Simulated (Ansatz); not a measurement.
Several settings on one geometry of Bi3⁺ (that of the charge 1 singlet, B3LYP-D4/def2-SVP). Ansatz on 2 threads of Intel Xeon 6975P-C on a shared host; times are rough.

| atom | x (Å) | y (Å) | z (Å) |
| --- | --- | --- | --- |
| Bi1 | -1.087 | -0.215 | 1.270 |
| Bi2 | 1.562 | -0.622 | 0.114 |
| Bi3 | -0.475 | 0.837 | -1.384 |

Totals from different functionals, basis sets or treatments of relativity can't be compared as stabilities.

In the def2 sets Bi takes a core potential; there is no spin–orbit coupling. LC-ωPBE has ω = 0.4 bohr⁻¹. Correlated methods freeze 12 core orbitals; core or outer-core shells of Bi are correlated, in sets that lack core-valence functions.

The spins typed aren't always the lowest for that charge.

Give the basis size and estimate the energy, ⟨S²⟩ and time of these runs.

```
run                           method  charge    state                                               further keys
  1              RKS B3LYP5/def2-SVP       1  singlet  scf: {omitted_lower_state_checks: [starts]}; forces asked
  2       ROKS PBE-D3(BJ)/def2-mTZVP       2  doublet  scf: {omitted_lower_state_checks: [starts]}; forces asked
  3          ROKS LC-ωPBE/def2-TZVPD       0  doublet                            scf: {lower_state_search: full}
  4            UHF, ccsd_t/def2-SVPD       0  doublet                scf: {omitted_lower_state_checks: [starts]}
  5  UKS r2SCAN50-D3(BJ)/def2-mTZVPP       2  doublet                scf: {omitted_lower_state_checks: [starts]}
  6   ROKS PBEsol-D3(BJ)/def2-mTZVPP       2  doublet                                    nuclear_model: gaussian
  7             UHF, rpa/def2-mTZVPP       1  triplet                scf: {omitted_lower_state_checks: [starts]}
  8   RKS r2SCAN50-D3(BJ)/def2-mTZVP       1  singlet                                    nuclear_model: gaussian
```


```
run  functions  energy (Eh)  ⟨S²⟩  wall time
  1         78    -643.7134     –      1.4 s
  2        108    -643.3922     –       20 s
  3        168    -644.0553     –       35 s
  4         96    -641.1152  0.82       76 s
  5        108    -643.2322  0.84       25 s
  6        108    -642.7438     –       22 s
  7        108    -640.9032  2.99      5.5 s
  8        108    -643.7097     –      3.1 s
```

At ROKS PBE-D3(BJ)/def2-mTZVP the program marks the result for the charge 2 doublet as doubtful (asymmetric forces). At UHF, ccsd_t/def2-SVPD the stability test found the charge 0 doublet unstable. At UHF, rpa/def2-mTZVPP the charge 1 triplet is spin-contaminated (final ⟨S²⟩ up to 2.99, 2.00 for a pure state).
